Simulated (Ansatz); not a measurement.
Reaction (homolysis of the N–Sn bond): `[OH][SnH2][NH][SiH3]` → `[NH][SiH3]`• + `[OH][SnH2]`•

Isolated molecules relaxed with PBE0-D4/def2-TZVP in Ansatz; ΔE leaves out vibrations. CCSD(T)/CBS is the MP2 limit (def2-TZVPP, def2-QZVPP) plus CCSD(T) − MP2 in def2-TZVPP, frozen cores. DFT in def2-TZVPP. B3LYP here is the variant with VWN-RPA as its local correlation; programs differ in this. No spin–orbit coupling; open shells (•) take unrestricted orbitals. def2 core potentials past Kr. For Sn outer-core shells are correlated without core-valence functions, which leaves a few kJ/mol of doubt a bond. Each species was taken in one conformer, which may not be the lowest.

`[OH][SnH2][NH][SiH3]`:

Z-matrix (Å, degrees):
```
Sn
N 1 2.016
O 1 1.967 2 108.6
H 1 1.702 2 106.5 3 118.9
H 1 1.698 2 110.5 3 -111.7
Si 2 1.717 1 128.0 3 -102.1
H 2 1.010 1 114.4 3 71.5
H 3 0.960 1 113.2 2 55.3
H 6 1.491 2 113.1 1 114.1
H 6 1.490 2 112.7 1 -124.7
H 6 1.488 2 106.7 1 -5.2
```

`[NH][SiH3]`•:

Z-matrix (Å, degrees):
```
Si
N 1 1.753
H 1 1.491 2 110.8
H 1 1.481 2 109.3 3 120.7
H 1 1.491 2 109.1 3 -119.5
H 2 1.023 1 111.9 3 55.0
```

`[OH][SnH2]`•:

Cartesian coordinates in Å:
```
O 0.461 -0.579 1.101
Sn 0.116 -0.027 -0.765
H -0.210 -1.169 1.452
H -1.547 0.460 -0.846
H 1.180 1.315 -0.941
```

```json
{"level": "PBE0-D4", "ΔE (kcal/mol)": "82.8", "difference from CCSD(T)/CBS": "-8.2"}
{"level": "ωB97X-V", "ΔE (kcal/mol)": "87.0", "difference from CCSD(T)/CBS": "-4.0"}
{"level": "B2PLYP", "ΔE (kcal/mol)": "82.9", "difference from CCSD(T)/CBS": "-8.1"}
{"level": "PBE0", "ΔE (kcal/mol)": "80.6", "difference from CCSD(T)/CBS": "-10.4"}
{"level": "B3LYP", "ΔE (kcal/mol)": "76.4", "difference from CCSD(T)/CBS": "-14.6"}
{"level": "HF/def2-TZVPP", "ΔE (kcal/mol)": "58.7", "difference from CCSD(T)/CBS": "-32.3"}
{"level": "MP2/def2-TZVPP", "ΔE (kcal/mol)": "94.5", "difference from CCSD(T)/CBS": "3.5"}
{"level": "CCSD/def2-TZVPP", "ΔE (kcal/mol)": "84.6", "difference from CCSD(T)/CBS": "-6.4"}
{"level": "HF/def2-QZVPP", "ΔE (kcal/mol)": "58.9", "difference from CCSD(T)/CBS": "-32.1"}
{"level": "MP2/def2-QZVPP", "ΔE (kcal/mol)": "96.8", "difference from CCSD(T)/CBS": "5.8"}
{"level": "CCSD(T)/CBS", "ΔE (kcal/mol)": "91.0", "difference from CCSD(T)/CBS": "0"}
```

Largest T1 diagnostic among the species: 0.017.

From PBE to PBE0 (25 % exact exchange), in def2-TZVPP and without D4, ΔE moves by +1.9 kcal/mol. In def2-TZVPP, CCSD(T) changes the Hartree–Fock value by +28.4 kcal/mol (the triples alone add +2.5 kcal/mol) and MP2 by +35.7 kcal/mol; breaking electron pairs costs correlation energy, which Hartree–Fock lacks. The D4 term adds +3.9 kcal/mol with B3LYP and +2.1 kcal/mol with PBE0; it sums over pairs of atoms, weighted by their polarisabilities, and B3LYP, whose exchange is more repulsive, gets the larger term.
